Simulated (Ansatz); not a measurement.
Cost and result for the atomization energy of AlH3Zn2 (`[AlH2][Zn][ZnH]`) (6 atoms, 5 bonds).

```xyz
6

Al   -0.1830   -1.1328    1.7253
Zn    0.0410    0.2632   -0.3979
Zn    0.2604    1.6142   -2.4570
H    -1.4248   -1.0057    2.7281
H     0.9063   -2.2169    2.1748
H     0.4001    2.4780   -3.7734
```

The species carries charge 0 and has multiplicity 1. For Zn the d shell is correlated and the shells below it are frozen. Scalar relativity is left out up to krypton. All single points use the PBE0-D4/def2-TZVP geometry. Program: Ansatz. All runs use 2 threads of an Arm Neoverse V1 on a shared host. Times are those of one run each, without the atoms' runs, and a repeat can differ threefold. Electronic energies, without spin–orbit coupling; frozen cores. CCSD(T)/CBS adds CCSD(T) − MP2 in def2-TZVPP to the MP2 limit, and its time is that of the two runs behind it. T1 = 0.015. With those shells the extrapolation isn't a true limit.

CCSD(T)/CBS is a level of theory with its own doubt, some kJ/mol a heavy atom from the limit and from the frozen cores, so smaller differences don't rank the functionals.

| level | functions | wall time |
| --- | --- | --- |
| LDA (SPW92)/def2-TZVPP | 212 | 2 s |
| revPBE-D4/def2-TZVPP | 212 | 3.1 s |
| PBE-D4/def2-TZVPP (with forces) | 212 | 3.8 s |
| CCSD(T)/def2-SVP | 95 | 5.5 s |
| CAM-B3LYP-D4/def2-TZVPP | 212 | 7 s |
| r2SCAN-D4/def2-TZVPP (with forces) | 212 | 8 s |
| B2PLYP/def2-TZVPP | 212 | 9.5 s |
| PBE-QIDH/def2-TZVPP | 212 | 9.5 s |
| r2SCANh-D4/def2-TZVPP | 212 | 10 s |
| B97M-V/def2-TZVPP | 212 | 13 s |
| MP2/def2-QZVPP | 360 | 30 s |
| CCSD(T)/def2-TZVPP | 212 | 2.2 min |
| CCSD(T)/CBS(def2) | – | 2.7 min |

Question: What atomization energy does each give, and how far from CCSD(T)/CBS? (An estimate is asked.)

Answer: Computed: 
```json
{"level": "LDA (SPW92)/def2-TZVPP", "atomization (kcal/mol)": "240.7", "difference from CCSD(T)/CBS": "26.8", "per bond": "5.4"}
{"level": "revPBE-D4/def2-TZVPP", "atomization (kcal/mol)": "204.6", "difference from CCSD(T)/CBS": "-9.3", "per bond": "-1.9"}
{"level": "PBE-D4/def2-TZVPP (with forces)", "atomization (kcal/mol)": "208.8", "difference from CCSD(T)/CBS": "-5.1", "per bond": "-1.0"}
{"level": "CCSD(T)/def2-SVP", "atomization (kcal/mol)": "195.9", "difference from CCSD(T)/CBS": "-18.0", "per bond": "-3.6"}
{"level": "CAM-B3LYP-D4/def2-TZVPP", "atomization (kcal/mol)": "214.3", "difference from CCSD(T)/CBS": "0.4", "per bond": "0.1"}
{"level": "r2SCAN-D4/def2-TZVPP (with forces)", "atomization (kcal/mol)": "221.1", "difference from CCSD(T)/CBS": "7.2", "per bond": "1.4"}
{"level": "B2PLYP/def2-TZVPP", "atomization (kcal/mol)": "207.0", "difference from CCSD(T)/CBS": "-6.9", "per bond": "-1.4"}
{"level": "PBE-QIDH/def2-TZVPP", "atomization (kcal/mol)": "214.6", "difference from CCSD(T)/CBS": "0.7", "per bond": "0.1"}
{"level": "r2SCANh-D4/def2-TZVPP", "atomization (kcal/mol)": "220.3", "difference from CCSD(T)/CBS": "6.4", "per bond": "1.3"}
{"level": "B97M-V/def2-TZVPP", "atomization (kcal/mol)": "220.4", "difference from CCSD(T)/CBS": "6.5", "per bond": "1.3"}
{"level": "MP2/def2-QZVPP", "atomization (kcal/mol)": "210.4", "difference from CCSD(T)/CBS": "-3.5", "per bond": "-0.7"}
{"level": "CCSD(T)/def2-TZVPP", "atomization (kcal/mol)": "207.1", "difference from CCSD(T)/CBS": "-6.8", "per bond": "-1.4"}
{"level": "CCSD(T)/CBS(def2)", "atomization (kcal/mol)": "213.9", "difference from CCSD(T)/CBS": "0.0", "per bond": "0.0"}
```

From PBE to PBE0 (25 % exact exchange), in def2-TZVPP and without D4, the atomization energy moves by +3.4 kcal/mol. At CCSD(T), def2-SVP lies −18.1 kcal/mol from the extrapolated value and def2-TZVPP −6.9 kcal/mol: correlation converges slowly with the basis, and small sets miss more of it in the bonded molecule than in its fragments. In def2-TZVPP, CCSD(T) changes the Hartree–Fock value by +49.6 kcal/mol (the triples alone add +1.9 kcal/mol) and MP2 by +48.7 kcal/mol; breaking electron pairs costs correlation energy, which Hartree–Fock lacks.
